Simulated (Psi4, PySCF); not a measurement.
Relaxed torsion scan: SMILES C=CC[SiH2]Cl (C3H7ClSi). Scanned: dihedral C1–C2–C3–Si4; all other coordinates were relaxed at GFN2-xTB. Points at φ and −φ are mirror images. Heavy atoms are numbered in the order of the SMILES C=CC[SiH2]Cl, hydrogens after them in the order of the atoms that carry them; the mirror image has the same energies with the sign of each dihedral reversed.

Levels of theory: RHF/6-31G* = PySCF with restricted Hartree-Fock/6-31G*, spherical d, density fitting // GFN2-xTB; MP2/cc-pVTZ = DF-MP2 (frozen core)/cc-pVTZ // GFN2-xTB (Psi4).

Energies relative to the lowest point of each profile, in kJ/mol:

```
φ / °  RHF/6-31G*
-----  ----------
-150          9.6
-105          0.0
-90           0.6
-75           2.6
-60           5.8
-15          10.4
0            10.1
45            9.4
75            2.6
120           1.4
150           9.6
180          16.6
```

### Question
What does MP2/cc-pVTZ give at the same points?

### Answer
-150: 9.5; -105: 0.0; -90: 0.3; -75: 2.3; -60: 5.7; -15: 8.7; 0: 8.3; 45: 8.8; 75: 2.3; 120: 1.5; 150: 9.5; 180: 16.3 (kJ/mol).
